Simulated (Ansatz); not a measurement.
The first iterations of a band of a periodic cell of 13 atoms, Mg₁₂Au (surface Mg(0001), adsorbate Au).

Level of theory: DFT PBE, scalar-relativistic, plane waves, PAW (Ansatz 0.2.0). Settings: cutoff 420 eV, k mesh 3x3x1, gaussian smearing 0.1 eV, no spin polarisation.

| Item | Value |
| --- | --- |
| movable images | 7 |
| climbing image | yes |
| spring | 2.0 to 10.0 eV/Å², energy-weighted |
| optimiser | quadratic models (default) |
| start path | IDPP |
| force threshold | 0.05 eV/Å |
| iteration limit | 80 |
| end points | relaxed |
| atoms held | 1 to 4 |

Initial state:

```xyz
13
Lattice="6.4200 0.0000 0.0000 3.2100 5.5599 0.0000 0.0000 0.0000 16.2130" Properties=species:S:1:pos:R:3
Mg 0.000 0.000 1.000
Mg 3.210 0.000 1.000
Mg 1.605 2.780 1.000
Mg 4.815 2.780 1.000
Mg 0.002 1.854 3.592
Mg 3.194 1.855 3.592
Mg 1.598 4.618 3.592
Mg 4.808 4.629 3.598
Mg -0.057 0.020 6.175
Mg 3.249 0.022 6.173
Mg 1.593 2.773 6.188
Mg 4.804 2.720 6.175
Au 4.814 4.632 7.989
```

Final state:

Only the atoms that move by more than 0.05 Å are listed.
```
Mg9 -0.011 -0.060 6.175
Mg10 3.198 -0.007 6.188
Mg11 1.644 2.802 6.173
Mg12 4.758 2.800 6.175
Au13 6.419 1.852 7.989
```

| iteration | highest image above the first end (eV) | largest band force component (eV/Å) |
| --- | --- | --- |
| 1 | 0.659 | 1.172 |
| 2 | 0.412 | 0.530 |
| 3 | 0.220 | 0.483 |

Q: Does the band converge within its limit, and where does its top end?

A: It converged. It ended after 9 iterations with the highest image 0.092 eV above the first end. The profile has 2 maxima (images 2, 6) with wells between them (image 4): this band takes more than one step, which may be the mechanism or a detour left from its start path. By the program's own check the climbing image is a first-order saddle point (lowest curvatures found: -0.41 and 0.12 eV/Å²). Limits of this set-up: coarse k mesh, thin slab, slab without dipole correction, a typed lattice constant that wasn't relaxed here.

Time of the run: 3.1 min on 4 threads of AMD EPYC 9R45 96-Core Processor (Zen 5), with other jobs on the host, peak memory 3 GiB.
